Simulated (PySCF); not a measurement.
silylphosphine (H5PSi), singlet, at a GFN2-xTB geometry. Base run: MP2/6-31G** run with PySCF.

Here is a job for PySCF.
```python
from pyscf import gto, scf, mp

mol = gto.M(
    atom='''
Si   -1.058468    0.091799    0.221558
P     1.099533   -0.072406   -0.339917
H    -1.783741   -0.885060   -0.589350
H    -1.478363    1.454937   -0.099984
H    -1.306348   -0.172699    1.640990
H     1.320502   -1.267441    0.319932
H     1.573497    0.671163    0.725354
''',
    basis='6-31g**',
    charge=0,
    spin=0,
    verbose=4,
)

mf = scf.RHF(mol)
mf.kernel()

pt = mp.MP2(mf)
pt.kernel()
print('E(MP2) = %.10f' % pt.e_tot)
```

### Question
The base was run again with changes. Order these runs by total energy, lowest first: method = ccsd(t) | method = cisd | frozen = 10 | cart = on | frozen = 9 | frozen = 11.

### Answer
method = ccsd(t) (ΔE vs base (kcal/mol) -30.30), method = cisd (ΔE vs base (kcal/mol) -11.03), cart = on (ΔE vs base (kcal/mol) -6.97), frozen = 9 (ΔE vs base (kcal/mol) 8.50), frozen = 10 (ΔE vs base (kcal/mol) 9.36), frozen = 11 (ΔE vs base (kcal/mol) 34.49)…
